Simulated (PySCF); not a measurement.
B(H)(Cl)(vinyl) (C₂H₄BCl), SMILES C=CBCl. The structure is a stationary point at B3LYP-D3(BJ)/def2-SVP. The values are those of a single conformer.

Computed with B3LYP-D3(BJ)/def2-SVP (PySCF).

Harmonic wavenumbers (cm⁻¹): 110, 232, 379, 545, 803, 842, 948, 1021, 1051, 1100, 1134, 1301, 1434, 1665, 2633, 3121, 3145, 3216. Rotational constants (GHz): 40.48, 2.457, 2.317; symmetry number 1.

Work out the zero-point energy and the ideal-gas rigid-rotor harmonic-oscillator thermochemistry at 298.15 K and 1 atm.

ZPE = ½ Σ hcν = ½ × 24682 cm⁻¹ = 147.63 kJ/mol. H − E(el) = 162.98 kJ/mol. Entropy in J/(mol K): translation 162.48, rotation 103.55, vibration 31.60, total 297.63. G − E(el) = 74.25 kJ/mol. Cp = 73.26 J/(mol K). Modes under 150 cm⁻¹ make the vibrational entropy uncertain.
